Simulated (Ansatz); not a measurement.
Job for Ansatz (an electronic-structure program): R-wB97M-V/def2-TZVPP on C2H6OSi (SMILES CO[Si]C), a point of a torsion scan.

Ansatz 0.2 input:
```yaml
crystal:
  periodic: [false, false, false]
  atoms:
    - {symbol: C, position_ang: [1.83731087, -0.33422319, -0.00931188]}
    - {symbol: O, position_ang: [0.58621811, 0.22214720, -0.20512550]}
    - {symbol: Si, position_ang: [-0.21362854, 1.38070488, 0.65894006]}
    - {symbol: C, position_ang: [-1.98013212, 0.75393304, 0.27416021]}
    - {symbol: H, position_ang: [2.55752870, 0.40691648, 0.35159144]}
    - {symbol: H, position_ang: [2.19249008, -0.74234092, -0.95816930]}
    - {symbol: H, position_ang: [1.77768284, -1.14497491, 0.72351234]}
    - {symbol: H, position_ang: [-2.03706553, 0.22059474, -0.67519622]}
    - {symbol: H, position_ang: [-2.68998039, 1.57854553, 0.24317656]}
    - {symbol: H, position_ang: [-2.31804154, 0.07384960, 1.05574527]}
basis:
  gaussian:
    orbitals: def2-TZVPP
hamiltonian:
  xc: {name: wB97M-V}
scf: {lower_state_search: off}
```

The head of its log:

```
WARN ansatz: RAYON_NUM_THREADS=1 ignored (pool sized by the plan → 1); use --threads N
Functional definition: wB97M-V
these checks for a lower state are left out or cut short: stability, starts, cluster_reference, orbital_swaps, neighbouring_geometries, increment
integrals: 0.17 GiB planned
1156 factors; their error is unknown
integrals: 0.20 GiB planned
283 factors; integrals over basis functions are off by at most 1.1e-5 eV
mean field: 1.36 GiB planned
mean field evaluation 1: about -12088.9612 eV, gradient 5.8e1 eV
mean field evaluation 2: about -12088.9234 eV, gradient 6.1e1 eV
```

Predict the final total energy.

-444.5126 hartree.
